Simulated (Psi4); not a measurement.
C2H6N (SMILES C[CH]N), doublet, at a GFN2-xTB geometry; MP2/6-31G* run with Psi4 1.11.

Input for Psi4:
```
memory 2 GB

molecule {
0 2
  C    -1.24102663    0.21832096    0.05808953
  C     0.04187806   -0.52789987    0.05079988
  N     1.22703780    0.19702767   -0.12900707
  H    -2.03841948   -0.41392474    0.44464473
  H    -1.16376074    1.10673607    0.68627095
  H    -1.54178267    0.55252764   -0.94477418
  H     0.06280098   -1.52863019   -0.34799316
  H     1.22149345    1.09300043    0.34134908
  H     2.06529520   -0.33142950    0.07021572
}

set basis 6-31g*
set reference uhf

energy('mp2')
print_variables()
```

Task: Write the output that Psi4 gives for this input, abridged.

Result: 
```
    SCF Algorithm Type (re)set to DF.

   => Loading Basis Set <=

    Name: 6-31G*
    Role: ORBITAL
    Keyword: BASIS

         ---------------------------------------------------------
                                   SCF
               by Justin Turney, Rob Parrish, Andy Simmonett
                          and Daniel G. A. Smith
                              UHF Reference
         ---------------------------------------------------------

  ==> Geometry <==

    Molecular point group: c1
    Full point group: C1

    Geometry (in Angstrom), charge = 0, multiplicity = 2:

       Center              X                  Y                   Z               Mass
    ------------   -----------------  -----------------  -----------------  -----------------
         C           -1.272518871587     0.229079901012     0.063723022364    12.000000000000
         C            0.010385818413    -0.517140928988     0.056433372364    12.000000000000
         N            1.195545558413     0.207786611012    -0.123373577636    14.003074004430
         H           -2.069911721587    -0.403165798988     0.450278222364     1.007825032230
         H           -1.195252981587     1.117495011012     0.691904442364     1.007825032230
         H           -1.573274911587     0.563286581012    -0.939140687636     1.007825032230
         H            0.031308738413    -1.517871248988    -0.342359667636     1.007825032230
         H            1.190001208413     1.103759371012     0.346982572364     1.007825032230
         H            2.033802958413    -0.320670558988     0.075849212364     1.007825032230

  Running in c1 symmetry.

  Rotational constants: A =      1.42929  B =      0.30418  C =      0.26631 [cm^-1]
  Rotational constants: A =  42849.05777  B =   9119.22065  C =   7983.69946 [MHz]
  Nuclear repulsion =   76.513184394545661

  Charge       = 0
  Multiplicity = 2
  Electrons    = 25
  Nalpha       = 13
  Nbeta        = 12

  ==> Algorithm <==

  SCF Algorithm Type is DF.
  DIIS enabled.
  MOM disabled.
  Fractional occupation disabled.
  Guess Type is SAD.
  Energy threshold   = 1.00e-08
  Density threshold  = 1.00e-08
  Integral threshold = 1.00e-12

  ==> Primary Basis <==

  Basis Set: 6-31G*
    Blend: 6-31G*
    Number of shells: 30
    Number of basis functions: 57
    Number of Cartesian functions: 57
    Spherical Harmonics?: false
    Max angular momentum: 2

   => Loading Basis Set <=

    Name: (6-31G* AUX)
    Role: JKFIT
    Keyword: DF_BASIS_SCF

  ==> Integral Setup <==

  SCF_SUBTYPE=INCORE selected. In-core MEM_DF algorithm will be used.
  Using in-core AOs.

  ==> MemDFJK: Density-Fitted J/K Matrices <==

    J tasked:                   Yes
    K tasked:                   Yes
    wK tasked:                   No
    Algorithm:                 Core
    Schwarz Cutoff:           1E-12
    Mask sparsity (%):       0.0616
    Fitting Condition:        1E-10

   => Auxiliary Basis Set <=

  Basis Set: (6-31G* AUX)
    Blend: CC-PVDZ-JKFIT
    Number of shells: 126
    Number of basis functions: 393
    Number of Cartesian functions: 393
    Spherical Harmonics?: false
    Max angular momentum: 3

  Minimum eigenvalue in the overlap matrix is 6.7001659273E-03.
  Reciprocal condition number of the overlap matrix is 1.0151744182E-03.
    Using symmetric orthogonalization.

  ==> Pre-Iterations <==

  SCF Guess: Superposition of Atomic Densities via on-the-fly atomic UHF (no occupation information).

   -------------------------
    Irrep   Nso     Nmo
   -------------------------
     A         57      57
   -------------------------
    Total      57      57
   -------------------------

  ==> Iterations <==

                           Total Energy        Delta E     RMS |[F,P]|

   @DF-UHF iter SAD:  -132.90499700205064   -1.32905e+02   0.00000e+00
   @DF-UHF iter   1:  -133.52753426196114   -6.22537e-01   6.73282e-03 DIIS/ADIIS
   @DF-UHF iter   2:  -133.60945833634753   -8.19241e-02   2.91173e-03 DIIS/ADIIS
   @DF-UHF iter   3:  -133.62324860420156   -1.37903e-02   7.41647e-04 DIIS/ADIIS
   @DF-UHF iter   4:  -133.62535102515389   -2.10242e-03   2.49154e-04 DIIS/ADIIS
   @DF-UHF iter   5:  -133.62563497796094   -2.83953e-04   1.48032e-04 DIIS/ADIIS
   @DF-UHF iter   6:  -133.62576921057055   -1.34233e-04   5.68469e-05 DIIS
   @DF-UHF iter   7:  -133.62579433103008   -2.51205e-05   2.05724e-05 DIIS
   @DF-UHF iter   8:  -133.62579706527717   -2.73425e-06   7.74458e-06 DIIS
   @DF-UHF iter   9:  -133.62579743592988   -3.70653e-07   2.66833e-06 DIIS
   @DF-UHF iter  10:  -133.62579748136548   -4.54356e-08   9.30489e-07 DIIS
   @DF-UHF iter  11:  -133.62579748688665   -5.52117e-09   2.76569e-07 DIIS
   @DF-UHF iter  12:  -133.62579748733117   -4.44516e-10   1.13743e-07 DIIS
   @DF-UHF iter  13:  -133.62579748740899   -7.78186e-11   4.79947e-08 DIIS
   @DF-UHF iter  14:  -133.62579748742482   -1.58309e-11   1.64751e-08 DIIS
   @DF-UHF iter  15:  -133.62579748742715   -2.33058e-12   4.08945e-09 DIIS
  Energy and wave function converged.

  ==> Post-Iterations <==

   @Spin Contamination Metric:   1.088140908E-02
   @S^2 Expected:                7.500000000E-01
   @S^2 Observed:                7.608814091E-01
   @S   Expected:                5.000000000E-01
   @S   Observed:                5.000000000E-01

    Orbital Energies [Eh]
    ---------------------

    Alpha Occupied:

[...]
      13A     -0.277420

    Alpha Virtual:

[...]
    Beta Occupied:

[...]
    Beta Virtual:

[...]
    Final Occupation by Irrep:
              A
    DOCC [    12 ]
    SOCC [     1 ]
    NA   [    13 ]
    NB   [    12 ]

  @DF-UHF Final Energy:  -133.62579748742715

   => Energetics <=

    Nuclear Repulsion Energy =             76.5131843945456609
    One-Electron Energy =                -331.4477494539348754
    Two-Electron Energy =                 121.3087675719620790
    Total Energy =                       -133.6257974874271497

  UHF NO Occupations:
  HONO-2 :   11  A 1.9987971
  HONO-1 :   12  A 1.9972660
  HONO-0 :   13  A 1.0000000
  LUNO+0 :   14  A 0.0027340
  LUNO+1 :   15  A 0.0012029
  LUNO+2 :   16  A 0.0006697
  LUNO+3 :   17  A 0.0004350

Computation Completed

Properties will be evaluated at   0.000000,   0.000000,   0.000000 [a0]

Properties computed using the SCF density matrix

 Multipole Moments:

 ------------------------------------------------------------------------------------
     Multipole            Electronic (a.u.)      Nuclear  (a.u.)        Total (a.u.)
 ------------------------------------------------------------------------------------

 L = 1.  Multiply by 2.5417464519 to convert [e a0] to [Debye]
 Dipole X            :          1.6529740           -1.4877929            0.1651811
 Dipole Y            :         -0.4785195            0.5082862            0.0297666
 Dipole Z            :          0.0814153            0.2661442            0.3475594
 Magnitude           :                                                    0.3859642

 ------------------------------------------------------------------------------------

  //>>>>>>>>>>>>>>>>>>>>>>>>>>>>>>>>>>>//
  //               DFMP2               //
  //<<<<<<<<<<<<<<<<<<<<<<<<<<<<<<<<<<<//

   => Loading Basis Set <=

    Name: (6-31G* AUX)
    Role: RIFIT
    Keyword: DF_BASIS_MP2

	 --------------------------------------------------------
	                          DF-MP2
	      2nd-Order Density-Fitted Moller-Plesset Theory

	        Rob Parrish, Justin Turney, Andy Simmonett,
	           Ed Hohenstein, and C. David Sherrill
	 --------------------------------------------------------

	 --------------------------------------------------------
	                 NBF =    57, NAUX =   252
	 --------------------------------------------------------
	   CLASS    FOCC     OCC    AOCC    AVIR     VIR    FVIR
	   ALPHA       0      13      13      44      44       0
	    BETA       0      12      12      45      45       0
	 --------------------------------------------------------

	-----------------------------------------------------------
	 ==================> DF-MP2 Energies <====================
	-----------------------------------------------------------
	 Reference Energy          =    -133.6257974874271497 [Eh]
	 Singles Energy            =      -0.0000000000000000 [Eh]
	 Same-Spin Energy          =      -0.1007440288013836 [Eh]
	 Opposite-Spin Energy      =      -0.3162091292168872 [Eh]
	 Correlation Energy        =      -0.4169531580182708 [Eh]
	 Total Energy              =    -134.0427506454454090 [Eh]
	-----------------------------------------------------------
	 ================> DF-SCS-MP2 Energies <==================
	-----------------------------------------------------------
	 SCS Same-Spin Scale       =       0.3333333333333333 [-]
	 SCS Opposite-Spin Scale   =       1.2000000000000000 [-]
	 SCS Same-Spin Energy      =      -0.0335813429337945 [Eh]
	 SCS Opposite-Spin Energy  =      -0.3794509550602647 [Eh]
	 SCS Correlation Energy    =      -0.4130322979940592 [Eh]
	 SCS Total Energy          =    -134.0388297854211999 [Eh]
	-----------------------------------------------------------

  Variable Map:
  ----------------------------------------------------------------------------
[...]
  Array Variable Map:
  ----------------------------------------------------------------------------
[...]
[...]
```
